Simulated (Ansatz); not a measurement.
One change: `[SiH3]C[SiH2][GaH2]` becomes `B[SiH2]C[SiH3]`.

Ansatz, PBE0-D4/def2-TZVP geometries, multiplicity 1. Each molecule was computed in one conformer, which needn't be the lowest.

Scalar relativity is left out up to krypton.

| property | `[SiH3]C[SiH2][GaH2]` |
| --- | --- |
| HOMO energy (ωB97M-V/def2-TZVPP) / eV | -9.22 |
| size of the dipole moment (PBE/def2-TZVPP) / D | 1.84 |
| LUMO energy (PBE0/def2-TZVPP) / eV | -1.43 |
| HOMO–LUMO gap (PBE/def2-TZVPP) / eV | 3.91 |
| size of the dipole moment (B3LYP/def2-TZVPP) / D | 1.82 |
| LUMO energy (ωB97M-V/def2-TZVPP) / eV | 0.30 |

(1) What does the change do to each property? (Best estimate.)

Results:

(1) Computed: 
```tsv
property	`B[SiH2]C[SiH3]`	shift
HOMO energy (ωB97M-V/def2-TZVPP) / eV	-10.16	-0.94
size of the dipole moment (PBE/def2-TZVPP) / D	1.03	-0.81
LUMO energy (PBE0/def2-TZVPP) / eV	-2.43	-1.00
HOMO–LUMO gap (PBE/def2-TZVPP) / eV	3.39	-0.52
size of the dipole moment (B3LYP/def2-TZVPP) / D	1.08	-0.74
LUMO energy (ωB97M-V/def2-TZVPP) / eV	-0.47	-0.77
```

With PBE0 the HOMO falls by 0.83 eV and the LUMO falls by 1.00 eV, so the gap narrows by about 0.17 eV. PBE moves the HOMO by -0.69 eV and ωB97M-V by -0.94 eV. Dipoles are sizes alone; their direction can turn.

Positive LUMOs are unbound, so they and the gaps depend on the basis.

B3LYP here is the variant with VWN-RPA as its local correlation; programs differ in this.
